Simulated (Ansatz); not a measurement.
Geometry optimisation, RKS PBE-D4/def2-SVP in Ansatz.

Input:

```yaml
crystal:
  periodic: [false, false, false]
  atoms:
    - { symbol: Ge, position_ang: [-1.278621, 0.328623, -0.485888] }
    - { symbol: "N", position_ang: [0.4872, -0.717977, 1.994493] }
    - { symbol: H, position_ang: [-2.221485, 0.735912, -1.657138] }
    - { symbol: H, position_ang: [-1.779443, -1.053567, 0.009469] }
    - { symbol: H, position_ang: [-1.492803, 1.380275, 0.635819] }
    - { symbol: H, position_ang: [1.241756, -0.592078, 1.315946] }
    - { symbol: Si, position_ang: [0.927198, 0.286523, -1.240426] }
    - { symbol: H, position_ang: [0.003627, 0.179167, 2.086836] }
    - { symbol: H, position_ang: [-0.176697, -1.390314, 1.599127] }
    - { symbol: H, position_ang: [1.857266, 0.985096, -0.280845] }
    - { symbol: H, position_ang: [1.026574, 0.986876, -2.570661] }
    - { symbol: H, position_ang: [1.405427, -1.128438, -1.406733] }
basis:
  gaussian: { orbitals: def2-SVP }
hamiltonian:
  xc: pbe
  dispersion: d4
relax:
  f_tol: 0.03
  max_steps: 50
output:
  orbitals: {}
```

Command:

```bash
$ ansatz run input.yaml --threads 2 --pin off --max-ram 3072MiB --backend cpu --events-out ev --progress --plain --runs-dir out
```

Q: Where does it end, and by what steps?

A: The forces met the threshold. The force dipped under the threshold on the way, but the program's further checks kept it going. After 9 steps the energy has fallen by 0.080 eV; H6 moved furthest, 0.35 Å.

```tsv
step	energy less start (eV)	largest force component (eV/Å)	accepted
0	0.0000	0.799	yes
1	-0.0686	0.119	yes
2	-0.0266	0.338	no
3	-0.0735	0.038	yes
4	-0.0742	0.029	yes
5	-0.0765	0.095	yes
6	-0.0775	0.093	yes
7	-0.0784	0.071	yes
8	-0.0789	0.059	yes
9	-0.0797	0.005	yes
```

```xyz
12
Properties=species:S:1:pos:R:3
Ge -1.426 0.409 -0.597
N 0.613 -0.824 2.088
H -2.298 0.876 -1.794
H -1.949 -0.980 -0.142
H -1.643 1.408 0.571
H 1.473 -0.738 1.532
Si 0.889 0.305 -1.217
H 0.182 0.110 2.107
H -0.023 -1.428 1.553
H 1.729 1.161 -0.309
H 1.059 0.812 -2.626
H 1.394 -1.111 -1.165
```

Whether the end is a true minimum wasn't checked by a vibrational analysis.

Time of the run: 23 s on 2 threads of Arm Neoverse V1 (shared host), peak memory 0.15 GiB.
